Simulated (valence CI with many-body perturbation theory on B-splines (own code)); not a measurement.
**E1 transitions of Te XXXVII**

Calculated by configuration interaction combined with many-body perturbation theory (CI+MBPT): six valence electrons over a frozen Dirac-Fock core [Ne], a basis of 9 s, 9 p, 8 d, 6 f, 3 g, 1 h functions for each j, with the one-electron correlation potential Σ1 (screened to all orders), the two-electron term Σ2, the three-electron term Σ3, Breit, model QED; selected single and double excitations, second order for the rest, scaled by the run's own slope (own B-spline code, finite nucleus).

No measured spectrum was set against this ion. As an estimate, large intervals hold to a few tenths of a per cent, small ones and those within an open d or f shell to about a per cent. Among the levels kept, up to 1500 cm⁻¹ of a level comes from second order outside the variational space, and about a tenth of that is noise between levels of different J, which matters for small intervals.

Lines 51 to 85 of 85 in falling wavelength, among levels below 2125700 cm⁻¹, chosen from the strongest by gf and those to the six lowest levels. Wavelengths and rates use the calculated energies. Electric multipoles are in the length gauge, E1 and E2 with the static RPA response of the core. Weak lines are less certain than strong ones. Lines between different terms over intervals too small for the method are left out, as are lines whose strength nearly cancels. The highest levels of a list are the least certain.

Levels are named by their leading jj configuration (3d3/2^4 stands for four electrons in 3d with j = 3/2), which in mixed levels can hold well under half, so a name can repeat and another be missing. Letters in brackets count levels of one name in rising energy.

```tsv
λ vac (Å)	Upper	Lower	A (s⁻¹)	S (a.u.)
69.11	(3s^2 3p1/2 3p3/2^2 3d5/2) J=2 [b]	(3s^2 3p1/2 3p3/2^3) J=2	4.65e+10	3.79e-02
69.02	(3s^2 3p1/2^2 3p3/2 3d5/2) J=1 [b]	(3s^2 3p1/2^2 3p3/2^2) J=0	8.15e+10	3.97e-02
69.01	(3s 3p1/2^2 3p3/2^3) J=2	(3s^2 3p1/2^2 3p3/2^2) J=2	9.18e+10	7.45e-02
68.93	(3s^2 3p1/2^2 3p3/2 3d5/2) J=3	(3s^2 3p1/2^2 3p3/2^2) J=2	8.77e+10	9.92e-02
68.90	(3s^2 3p1/2^2 3p3/2 3d5/2) J=1 [a]	(3s^2 3p1/2^2 3p3/2^2) J=2	7.18e+10	3.48e-02
67.53	(3s^2 3p1/2 3p3/2^2 3d3/2) J=1 [c]	(3s^2 3p1/2 3p3/2^3) J=1	5.86e+10	2.67e-02
67.46	(3s^2 3p1/2 3p3/2^2 3d5/2) J=3 [c]	(3s^2 3p1/2 3p3/2^3) J=2	1.19e+11	1.26e-01
67.20	(3s^2 3p1/2 3p3/2^2 3d3/2) J=1 [d]	(3s^2 3p1/2 3p3/2^3) J=2	2.54e+09	1.14e-03
66.84	(3s^2 3p1/2 3p3/2^2 3d5/2) J=0 [b]	(3s^2 3p1/2 3p3/2^3) J=1	1.34e+11	1.97e-02
66.65	(3s^2 3p1/2 3p3/2^2 3d5/2) J=2 [b]	(3s^2 3p1/2 3p3/2^3) J=1	6.53e+10	4.77e-02
64.95	(3s^2 3p1/2 3p3/2^2 3d5/2) J=2 [c]	(3s^2 3p1/2 3p3/2^3) J=2	1.53e+11	1.03e-01
64.86	(3s^2 3p1/2 3p3/2^2 3d3/2) J=1 [d]	(3s^2 3p1/2 3p3/2^3) J=1	7.66e+10	3.09e-02
64.71	(3s^2 3p1/2^2 3p3/2 3d5/2) J=1 [b]	(3s^2 3p1/2^2 3p3/2^2) J=2	1.19e+10	4.76e-03
63.82	(3s^2 3p1/2 3p3/2^2 3d3/2) J=1 [a]	(3s^2 3p1/2^2 3p3/2^2) J=0	1.36e+10	5.24e-03
62.76	(3s^2 3p1/2 3p3/2^2 3d5/2) J=2 [c]	(3s^2 3p1/2 3p3/2^3) J=1	2.20e+11	1.34e-01
60.30	(3s^2 3p1/2 3p3/2^2 3d3/2) J=2 [a]	(3s^2 3p1/2^2 3p3/2^2) J=2	4.23e+09	2.29e-03
60.11	(3s^2 3p1/2 3p3/2^2 3d3/2) J=1 [a]	(3s^2 3p1/2^2 3p3/2^2) J=2	1.06e+10	3.41e-03
59.02	(3s^2 3p1/2 3p3/2^2 3d3/2) J=3 [a]	(3s^2 3p1/2^2 3p3/2^2) J=2	4.56e+09	3.24e-03
58.58	(3s^2 3p1/2 3p3/2^2 3d5/2) J=1	(3s^2 3p1/2^2 3p3/2^2) J=0	1.46e+09	4.35e-04
56.42	(3s^2 3p1/2 3p3/2^2 3d5/2) J=3 [a]	(3s^2 3p1/2^2 3p3/2^2) J=2	5.92e+09	3.67e-03
55.45	(3s^2 3p1/2 3p3/2^2 3d5/2) J=1	(3s^2 3p1/2^2 3p3/2^2) J=2	1.15e+06	2.91e-07
55.37	(3s^2 3p1/2 3p3/2^2 3d3/2) J=2 [b]	(3s^2 3p1/2^2 3p3/2^2) J=2	4.04e+10	1.69e-02
55.04	(3s^2 3p1/2 3p3/2^2 3d3/2) J=1 [b]	(3s^2 3p1/2^2 3p3/2^2) J=0	3.01e+08	7.43e-05
52.84	(3s^2 3p1/2 3p3/2^2 3d3/2) J=1 [c]	(3s^2 3p1/2^2 3p3/2^2) J=0	3.06e+11	6.69e-02
52.40	(3s^2 3p1/2 3p3/2^2 3d3/2) J=3 [b]	(3s^2 3p1/2^2 3p3/2^2) J=2	5.12e+11	2.55e-01
52.26	(3s^2 3p1/2 3p3/2^2 3d3/2) J=1 [b]	(3s^2 3p1/2^2 3p3/2^2) J=2	4.90e+11	1.03e-01
52.24	(3s^2 3p1/2 3p3/2^2 3d3/2) J=2 [c]	(3s^2 3p1/2^2 3p3/2^2) J=2	5.52e+11	1.94e-01
51.20	(3s^2 3p1/2 3p3/2^2 3d3/2) J=1 [d]	(3s^2 3p1/2^2 3p3/2^2) J=0	3.06e+11	6.09e-02
51.15	(3s^2 3p1/2 3p3/2^2 3d5/2) J=2 [a]	(3s^2 3p1/2^2 3p3/2^2) J=2	5.74e+09	1.90e-03
50.28	(3s^2 3p1/2 3p3/2^2 3d3/2) J=1 [c]	(3s^2 3p1/2^2 3p3/2^2) J=2	2.15e+11	4.04e-02
50.20	(3s^2 3p1/2 3p3/2^2 3d5/2) J=3 [b]	(3s^2 3p1/2^2 3p3/2^2) J=2	8.58e+07	3.75e-05
49.79	(3s^2 3p1/2 3p3/2^2 3d5/2) J=2 [b]	(3s^2 3p1/2^2 3p3/2^2) J=2	5.10e+10	1.55e-02
48.92	(3s^2 3p1/2 3p3/2^2 3d5/2) J=3 [c]	(3s^2 3p1/2^2 3p3/2^2) J=2	3.43e+10	1.39e-02
48.79	(3s^2 3p1/2 3p3/2^2 3d3/2) J=1 [d]	(3s^2 3p1/2^2 3p3/2^2) J=2	2.11e+10	3.62e-03
47.59	(3s^2 3p1/2 3p3/2^2 3d5/2) J=2 [c]	(3s^2 3p1/2^2 3p3/2^2) J=2	9.14e+09	2.43e-03
```
